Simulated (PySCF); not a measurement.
Br3Sc.

```xyz
4

Sc     0.0000     0.0000     0.0000
Br    -2.4252     0.0000     0.0000
Br     1.2126     2.1003     0.0000
Br     1.2126    -2.1003     0.0000
```
Charge 0, spin multiplicity 1.

Geometry: B3LYP-D3(BJ)/def2-SVP.

Method: PBE/pcSseg-1 (PySCF). Non-relativistic, no solvent.

Computed absolute GIAO shielding of each atom: isotropic value and principal components (ppm):
```tsv
atom	σ(iso)	σ11	σ22	σ33	span
Sc1	-83.0	-687.0	219.0	219.0	906.0
Br2	1178.2	25.7	766.4	2742.6	2716.9
Br3	1178.2	25.6	766.3	2742.6	2716.9
Br4	1178.2	25.6	766.3	2742.6	2716.9
```
